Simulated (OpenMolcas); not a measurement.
Ag3+.

```yaml
Program: OpenMolcas
Basis: ANO-RCC-VTZP [7s6p4d2f1g]
Scalar_Hamiltonian: DKH2, point nucleus
Active_space: 8 electrons in 10 orbitals (4d 5d)
State_averaging: 2S+1 = 3 even, 10 roots; 2S+1 = 1 even, 15 roots
Spin-orbit_coupling: RASSI with atomic mean-field integrals over the reference wave functions, term energies averaged over their components
```

Two sets of levels on these reference wave functions, in eV above 4d⁸ ³F₄: one from CASSCF and one from SS-CASPT2, IPEA 0.25 Eh, imaginary shift 0.1 Eh (closed shells correlated: 4s 4p).

```tsv
Level	Set 1	Set 2
4d⁸ ³F₄	0.0000	0.0000
4d⁸ ³F₃	0.495	0.492
4d⁸ ³F₂	0.699	0.737
4d⁸ ³P₁	2.026	2.409
4d⁸ ³P₀	2.053	2.446
4d⁸ ¹G₄	2.642	2.968
4d⁸ ¹S₀	6.015	6.862
```

Which set is which?

Set 1 is SS-CASPT2. Its levels of the other terms of 4d⁸ lie at 0.84 to 0.89 of the other set's values, as expected, since terms of lower spin or lower L gain more correlation energy than the Hund ground term. Against 6 measured levels (the list in Gamrath, thesis, University of Mons (2023)) the mean absolute deviation is 570 cm-1 with it and 3200 cm-1 without; single levels miss by up to 1400 cm-1 with it.

CASPT2 does not keep the components of a term degenerate, so their means are used; among the terms shown or strongly mixed into the levels shown the widest spread is 620 cm-1 (4d⁸ ¹G, SS-CASPT2). Active for correlation alone: 5d; no level in the range computed is led by a configuration that fills it, so any true level of that kind is missing. Without dynamic correlation excited terms often stand tens of per cent too high (terms of higher spin than the ground term too low), and those without a measured partner can miss by more than the paired ones (holds for CASSCF). Measured partners are found by configuration, term and J. A level has none where our copy of the source lacks it or the pairing is in doubt (some pairs that miss far off the trend of their configuration count as doubtful), and it then counts in no deviation. Levels of configurations outside the active space are missing. Levels that lie high or do not pair safely by name in every column are left out.
